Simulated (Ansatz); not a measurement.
`N[Si](Cl)(Cl)Cl` + `C=COC(C)F` → `C=CO[Si](Cl)(Cl)Cl` + `CC(N)F`  (formal exchange of groups at the Si–N bond)

Calculated with Ansatz (gas phase, PBE0-D4/def2-TZVP geometries, no zero-point term in ΔE). CCSD(T)/CBS adds triple-zeta CCSD(T) − MP2 to the extrapolated MP2 energy (def2 sets, frozen cores). Functionals use def2-TZVPP. One conformer a species, not always the lowest.

`N[Si](Cl)(Cl)Cl`:

```xyz
7

N     0.603   -0.832   -0.453
Si   -0.290    0.383    0.295
Cl   -1.040    1.814   -0.955
Cl   -1.877   -0.475    1.228
Cl    0.917    1.335    1.623
H     1.542   -0.660   -0.771
H     0.144   -1.566   -0.967
```

`C=COC(C)F`:

Z-matrix (Å, degrees):
```
C
C 1 1.499
F 1 1.382 2 109.1
O 1 1.385 2 108.8 3 119.6
H 1 1.097 2 113.3 3 -118.1
H 2 1.091 1 109.6 3 -62.0
H 2 1.090 1 109.7 3 58.0
H 2 1.090 1 110.0 3 178.0
C 4 1.359 1 117.9 2 167.3
C 9 1.326 4 128.0 1 11.4
H 9 1.084 4 109.8 1 -168.6
H 10 1.081 9 123.5 4 3.4
H 10 1.081 9 118.4 4 -178.4
```

`C=CO[Si](Cl)(Cl)Cl`:

Cartesian coordinates in Å:
```
C 0.126 -0.671 -1.562
C 0.578 0.469 -1.069
O 0.429 0.916 0.209
Si -0.313 0.279 1.501
Cl 0.513 -1.498 2.016
Cl -0.063 1.609 2.997
Cl -2.289 0.005 1.147
H -0.429 -1.392 -0.974
H 0.316 -0.903 -2.601
H 1.133 1.185 -1.664
```

`CC(N)F`:

Cartesian coordinates in Å:
```
C 0.070 1.144 -0.077
C -0.134 -0.254 0.442
N 0.488 -1.220 -0.374
F -1.530 -0.467 0.540
H -0.314 1.225 -1.097
H 1.132 1.392 -0.081
H -0.463 1.861 0.548
H 0.236 -0.361 1.465
H 0.174 -1.160 -1.334
H 0.341 -2.159 -0.032
```

| level | ΔE (kJ/mol) |
| --- | --- |
| ωB97X-V | -34.3 |
| CCSD/CBS(def2) | -36.6 |

(1) What does CCSD(T)/CBS give? (An estimate is asked.)

Largest T1 diagnostic among the species: 0.012.

## Answers

(1) Computed: -36.4 kJ/mol. The listed levels differ from it by 2.1, -0.2 kJ/mol.

The D4 term adds −4.4 kJ/mol with B3LYP and −2.7 kJ/mol with PBE0; it sums over pairs of atoms, weighted by their polarisabilities, and B3LYP, whose exchange is more repulsive, gets the larger term.

B3LYP here is the variant with VWN-RPA as its local correlation; programs differ in this.
